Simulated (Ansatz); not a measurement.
`F[SiH2][SiH](F)Br` + NH₃ → `N[SiH](F)Br` + `F[SiH3]` at 700 K and 1 bar (cleavage of the Si–Si bond).

Calculated with Ansatz (gas phase, PBE0-D4/def2-TZVP geometries, no zero-point term in ΔE). CCSD(T)/CBS is the MP2 limit (def2-TZVPP, def2-QZVPP) plus CCSD(T) − MP2 in def2-TZVPP, frozen cores. This one scheme is used for every species. For Br outer-core shells are correlated without core-valence functions, which leaves a few kJ/mol of doubt a bond. Scalar relativity is left out up to krypton. One conformer a species, not always the lowest.

```json
{"species": "`F[SiH2][SiH](F)Br`", "CCSD(T)/CBS energy (Eh)": "-3353.03256", "H − E (kJ/mol)": "162.8", "S (J/(mol·K))": "489.2"}
{"species": "NH₃", "CCSD(T)/CBS energy (Eh)": "-56.50880", "H − E (kJ/mol)": "116.9", "S (J/(mol·K))": "226.5"}
{"species": "`N[SiH](F)Br`", "CCSD(T)/CBS energy (Eh)": "-3018.85213", "H − E (kJ/mol)": "163.6", "S (J/(mol·K))": "418.3"}
{"species": "`F[SiH3]`", "CCSD(T)/CBS energy (Eh)": "-390.72345", "H − E (kJ/mol)": "108.4", "S (J/(mol·K))": "291.4"}
```

H − E and S are ideal-gas, rigid-rotor, harmonic terms from PBE0-D4/def2-TZVP, for one conformer and one mirror image of each species. 1 Eh = 2625.50 kJ/mol, R = 8.31446 J/(mol·K).

By hand: ΔE, ΔH, ΔS and ΔG.

ΔE = (-3018.85213) + (-390.72345) − (-3353.03256) − (-56.50880) = -0.03422 Eh = -89.8 kJ/mol. Δ(H − E) = 163.6 + 108.4 − 162.8 − 116.9 = -7.7, so ΔH = -97.5 kJ/mol. ΔS = 418.3 + 291.4 − 489.2 − 226.5 = -6.0 J/(mol·K). ΔG = -97.5 − 700 × (-6.0)/1000 = -93.3 kJ/mol.

By hand: the equilibrium constant, and the temperature at which ΔG would vanish if ΔH and ΔS stayed fixed.

log₁₀ K = −ΔG/(RT ln 10) = 7.0. ΔG = 0 at ΔH/ΔS = 16250 K, far beyond where these terms or the molecules hold.

The number of gas molecules stays the same, so ΔS is small and ΔH decides. A doubt of 5 kJ/mol in ΔE shifts log₁₀ K by 0.4 here. Other conformers and mirror images would add mixing entropy, several J/(mol·K) or more a flexible species. Modes under 60 cm⁻¹, often nearly free rotors, make the harmonic entropy too high. These are equilibria of isolated gas molecules and say nothing of rates. Largest T1 diagnostic: 0.011 (customary marks: 0.02 for closed shells, 0.045 for open ones).
